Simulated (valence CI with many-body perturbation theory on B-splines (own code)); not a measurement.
# Tm48+: key properties

Method: configuration interaction combined with many-body perturbation theory (CI+MBPT): three valence electrons over a frozen Dirac-Fock core [Ar], radial functions for each j: 7 s, 7 p, 8 d, 6 f, 4 g, 1 h, with the one-electron correlation potential Σ1 (screened to all orders), the two-electron term Σ2, the three-electron term Σ3, Breit, model QED; selected single and double excitations, second order for the rest, scaled by the run's own slope (own B-spline code, finite nucleus).

The last digits are not significant, and no measured levels were compared; by estimate large intervals hold to a few tenths of a per cent, small ones and those within an open d or f shell to about a per cent. Only levels of the ground parity were solved; by the run's estimate the other parity begins above the list, which can be wrong where configurations are misplaced.

Levels are named by their leading jj configuration (3d3/2^4 stands for four electrons in 3d with j = 3/2), which in mixed levels can hold well under half, so a name can repeat and another be missing.

Rates and lifetimes use the calculated energies. Strong lines usually hold to 10 to 20 %, long lifetimes can be off by a factor of two.

Task: What is the ground level?

Result: (3d3/2^3) J=3/2, composition 47 % 3d3 4F + 38 % 3d3 2D + 10 % 3d3 2P, g = 0.702.

Task: What is the ionisation energy?

Result: 4200.3 eV; NIST lists 4199 ± 4 eV (theoretical).

Task: How well does LS coupling describe the low levels?

Result: Among the lowest 19 levels the leading LS term, summed over configurations, holds 57 % on average. For single configurations the figures are 57 % in LS and 97 % in jj coupling. Terms mix most in the J = 3/2 level at 414250 cm⁻¹, where the leading one holds 39 %.
